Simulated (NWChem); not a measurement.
System: CH₃ClMoO₂; SMILES [CH3][Mo](=[O])(=[O])[Cl]

The following NWChem deck was run.

```
start job
memory heap 200 mb stack 900 mb global 1100 mb
geometry units angstroms
  Mo     0.050024    -0.230173     0.000000
  O      0.760498    -0.900672    -1.349966
  O      0.760498    -0.900672     1.349966
  Cl     0.083698     2.040483     0.000000
  C     -1.917352    -0.933932     0.000000
  H     -2.424975    -0.561249    -0.904898
  H     -2.424975    -0.561249     0.904898
  H     -1.939290    -2.034676     0.000000
end
basis spherical
  * library sto-3g
end
dft
  xc hfexch
  iterations 150
end
driver
  maxiter 120
end
task dft optimize
```

The level has its own optimisation.

### Question
Give the results of this calculation. (Hartree-Fock/STO-3G, non-relativistic.) Quantities: r Mo–O (Å); r Cl–Mo (Å); r C–Mo (Å); r C–H (Å); dipole (D).

### Answer
The r Mo–O (Å) comes out as 1.606, the r Cl–Mo (Å) is 2.265 and the r C–Mo (Å) is 2.103. The r C–H (Å) comes out as 1.084 and the dipole (D) comes out as 2.16.
